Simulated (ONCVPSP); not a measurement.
**Scattering properties, ONCV potential for hydrogen**

| Item | Value |
| --- | --- |
| Element | hydrogen (H) |
| Generator | ONCVPSP 4.0.1 |
| Type | optimised norm-conserving Vanderbilt (ONCV) |
| Functional | PBE |
| Relativity | scalar-relativistic |
| Frozen core | none |
| Valence charge | 1 |
| Reference configuration | 1s1 |
| Partial waves | 1s: rc 1.00 bohr, ncon 5, nbas 10, qcut 7.6 1/bohr, 2 projectors, debl 3 Ha; p scattering state at 0.19 Ha: rc 0.85 bohr, ncon 3, nbas 6, qcut 10.4 1/bohr, 2 projectors, debl 2.8 Ha |
| Local potential | polynomial inside 0.70 bohr (lpopt 2, dvloc0 0 Ha) |
| Core correction | none |

The phase is arctan(r·R′/R) of the radial function R(r), unwrapped; energies in Ha, scanned from -2 to 5 Ha. A pole is an energy at which the radial function vanishes at the test radius. The pseudo phase is shifted by a multiple of π to meet the all-electron one at the reference energy, and phase errors are pseudo minus all-electron; the curves can meet again beyond the range given. Levels narrower than the energy grid can be missing from the lists of poles.

Q: For each channel, where are the poles, and over which energies does the pseudopotential scatter like the atom?

A:

```
channel  radius (bohr)  reference energy (Ha)  poles, all-electron  poles, pseudo  unbroken range about the reference energy with phases within 0.05 rad  phase error 1 Ha above the reference energy (rad)
      s           1.01                  -0.24                 2.53           2.53                                                        the whole range                                             -0.000
      p           0.86                   0.19                 none           none                                                        the whole range                                             -0.000
```

Phases in the p channel:

```csv
E (Ha),all-electron,pseudo
-1.98,0.893,0.893
-1.62,0.850,0.850
-1.26,0.800,0.800
-0.90,0.744,0.744
-0.54,0.678,0.678
-0.18,0.602,0.602
0.18,0.513,0.513
0.54,0.411,0.411
0.90,0.294,0.294
1.26,0.163,0.163
1.62,0.020,0.020
1.98,-0.132,-0.132
2.34,-0.284,-0.284
2.70,-0.432,-0.432
3.06,-0.569,-0.569
3.42,-0.692,-0.692
3.78,-0.800,-0.800
4.14,-0.894,-0.894
4.50,-0.975,-0.975
4.86,-1.046,-1.045
```
